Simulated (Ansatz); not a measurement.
# Worked example: a bond strength in SnH3O2 (SMILES [OH][SnH][OH])

The species is SnH3O2 (6 atoms), meant as a doublet with charge 0. As SMILES, `[OH][SnH][OH]`. The shape was relaxed beforehand at B3LYP/def2-SVP. This is one conformer, not always the lowest.

```xyz
6

O    -1.3064   -0.6930   -0.2417
Sn    0.4129    0.2846   -0.6493
O     1.4153   -0.0107    1.0594
H    -1.8866   -0.7833   -1.0116
H     0.1449    2.0352   -0.6235
H     1.2618   -0.8967    1.4207
```

Wanted: the dissociation energy of the O3–Sn2 bond into doublet OH and singlet SnH2O (shapes relaxed at B3LYP/def2-SVP, no zero-point term). 1 Eh = 2625.50 kJ/mol = 27.2114 eV. Totals in Eh; open shells run unrestricted unless said.

| level | program | SnH3O2 | doublet OH | singlet SnH2O |
| --- | --- | --- | --- | --- |
| U-r2SCAN/def2-TZVP (core potential) | Ansatz | -366.630985 | -75.728915 | -290.806708 |
| U-wB97M-V/def2-TZVP (core potential) | Ansatz | -366.521133 | -75.740007 | -290.689965 |
| UMP2/def2-TZVP (core potential), 6 core orbitals frozen | Ansatz | -365.679892 | -75.617536 | -289.965272 |

Problem. Work out the dissociation energy at each level.

Solution. 
1. U-r2SCAN/def2-TZVP (core potential): (-75.728915) + (-290.806708) − (-366.630985) = 0.095362 Eh = 250.4 kJ/mol = 2.59 eV.
2. U-wB97M-V/def2-TZVP (core potential): (-75.740007) + (-290.689965) − (-366.521133) = 0.091161 Eh = 239.3 kJ/mol = 2.48 eV.
3. UMP2/def2-TZVP (core potential): (-75.617536) + (-289.965272) − (-365.679892) = 0.097084 Eh = 254.9 kJ/mol = 2.64 eV.

The levels span 239 to 255 kJ/mol; no measured value is set beside them. A fragment with an even electron count was run as a singlet and may have a lower triplet. A bond enthalpy at 298 K also holds the loss of zero-point energy and thermal terms.
